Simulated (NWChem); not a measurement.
Correlation energy of bifluoride (HF2 (-1))

SMILES: F.[F-]
```xyz
3

F      0.0000     0.0000     1.1624
H      0.0000     0.0000     0.0000
F      0.0000     0.0000    -1.1624
```
Charge -1, spin multiplicity 1.

Program: NWChem. Structure: optimised with PBE/def2-SVP, a minimum by its harmonic frequencies.

Basis set: aug-cc-pVDZ. Each correlation energy counts from its own Hartree-Fock reference.

The correlated methods keep 2 core orbitals frozen. The anion's geometry comes from a basis without diffuse functions. Coupled-cluster values serve here as a point of comparison, not as the truth.

Problem. For the correlation energy, CCSD+T(CCSD) gives -478.6 mHa and MP2 gives -465.7 mHa. What do CCSD(T), SCS-MP2, CR-CCSD[T] give?

Solution. CCSD(T): -476.6 mHa; SCS-MP2: -447.2 mHa; CR-CCSD[T]: -476.2 mHa.
